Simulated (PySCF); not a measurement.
A GIAO shielding run with PySCF (density fitting, non-relativistic, gas phase) on SMILES N([SiH3])[SiH2]S[SiH3], H₉NSSi₃:

```
{"job": {"kind": "nmr", "xc": "PBE0", "basis": "pcSseg-1"}, "charge": 0, "multiplicity": 1}
Si    -3.051536     0.241316    -0.077827
N     -1.395185     0.706146     0.137106
Si    -0.006204    -0.284108    -0.024334
S      1.631951     1.084765     0.216553
Si     3.321333    -0.210666     0.059317
H     -3.843148     1.389758     0.353957
H     -3.282068    -0.944172     0.746046
H     -3.306076    -0.088365    -1.482887
H     -1.214689     1.687143     0.274009
H      0.060388    -1.294460     1.027598
H      0.092125    -0.904255    -1.343380
H      3.244293    -1.212841     1.115216
H      3.298841    -0.858435    -1.246724
H      4.449296     0.687702     0.223182
```

Hardware: 1 thread of an Arm Neoverse V2, shared host. The job also computes population analyses, field gradients.

(1) How large is the calculation?

(2) How long does it take?

Results:

(1) 74 electrons, 158 basis functions and 914 auxiliary functions.

(2) 16 s of wall time, with 12 SCF cycles and 4 response iterations. Times on a shared host scatter by some tens of per cent.
